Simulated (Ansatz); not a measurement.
C2H7N, charge +1, doublet, geometry from GFN2-xTB (a state made from the parent by changing its charge; the spin is typed, not shown lowest). Base run: BLYP/STO-3G in Ansatz (an electronic-structure program).

Here is a job for Ansatz.
Ansatz 0.2 input:
```yaml
crystal:
  periodic: [false, false, false]
  atoms:
    - {symbol: C, position_ang: [1.21345303, 0.27761551, 0.17430656]}
    - {symbol: N, position_ang: [0.03751869, -0.26276197, -0.35002414]}
    - {symbol: C, position_ang: [-1.24784022, -0.03678500, 0.14650277]}
    - {symbol: H, position_ang: [1.92869828, -0.51779860, 0.43796710]}
    - {symbol: H, position_ang: [1.01682614, 0.90235343, 1.04484140]}
    - {symbol: H, position_ang: [1.75201387, 0.86309442, -0.58857406]}
    - {symbol: H, position_ang: [0.12435315, -0.87090672, -1.16013127]}
    - {symbol: H, position_ang: [-1.73453079, -0.98553706, 0.42546873]}
    - {symbol: H, position_ang: [-1.90726403, 0.36768397, -0.63793418]}
    - {symbol: H, position_ang: [-1.23640431, 0.63546126, 1.00367526]}
basis:
  gaussian:
    orbitals: STO-3G
hamiltonian:
  xc: blyp
total_charge: 1
magnetization: {spin_polarized: true, initial_magnetization: 1}
```

The base run was repeated with changes; each row names its change, and settings that it needs were set with it.

```csv
change,E (Eh),SCF-reference <S^2>
base,-133.13720,0.752
functional = wB97M-V,-133.19855,0.753
functional = SVWN5,-132.00681,0.752
functional = revpbe,-133.20273,0.752
functional = pbe; dispersion = d3bj,-133.05557,0.752
functional = blyp; dispersion = d3bjatm,-133.14759,0.752
functional = pbe,-133.05044,0.752
functional = wB97X-V,-133.21101,0.754
functional = wB97X,-133.22008,0.754
functional = pbe0,-133.09028,0.754
functional = B97M-V,-133.24124,0.754
functional = PBE0-DH,-133.05244,0.756
functional = hf,-132.40052,0.764
```

Total energies compare only within one method and basis.
